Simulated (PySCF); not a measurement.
Geometry:
```csv
atom,x (Å),y (Å),z (Å)
C1,0.175,-1.676,0.488
C2,0.077,-0.247,-0.065
Si3,1.437,0.835,0.717
Si4,-1.632,0.480,0.359
C5,0.263,-0.292,-1.576
F6,0.211,0.973,-2.114
H7,0.045,-1.703,1.580
H8,-0.596,-2.334,0.049
H9,1.156,-2.131,0.262
H10,1.277,2.283,0.398
H11,1.392,0.665,2.202
H12,2.766,0.361,0.215
H13,-1.743,1.930,0.026
H14,-1.879,0.305,1.824
H15,-2.672,-0.283,-0.402
H16,1.242,-0.737,-1.838
H17,-0.526,-0.903,-2.054
```

Calculated, not measured (PySCF): geometry: PBE0-D3(BJ)/def2-SVP, shieldings: GIAO CAM-B3LYP/pcSseg-1. Gas phase, one conformer, equivalent nuclei averaged, non-relativistic Hamiltonian.

Chemical shifts δ = σref − σ; ¹³C and ¹H and ²⁹Si vs TMS; CFCl3 for ¹⁹F, all at this level.

```tsv
atoms	nucleus	count	δ (ppm)
C1	¹³C	1	16.3
C2	¹³C	1	10.2
H16/H17	¹H	2	?
F6	¹⁹F	1	-217.6
C5	¹³C	1	94.2
Si3/Si4	²⁹Si	2	-49.3
H10/H11/H12/H13/H14/H15	¹H	6	?
H7/H8/H9	¹H	3	0.92
```

Problem. Fill in the missing shifts.

Solution. 
- H16/H17: 4.40 ppm, hydrogen on an sp3 CH2 bonded to F; its carbon carries F, hence the downfield position
- H10/H11/H12/H13/H14/H15: 3.87 ppm, hydrogen on a silicon bonded to C

Shifts are as computed, not scaled to solution data. Of 1211 compounds with measured shifts, 218 miss one by over three times the rms of a fit or turn the order of signals round; such compounds aren't used in these exercises. Unscaled 19F shifts against computed CFCl3 carry errors that often reach 10 to 50 ppm.
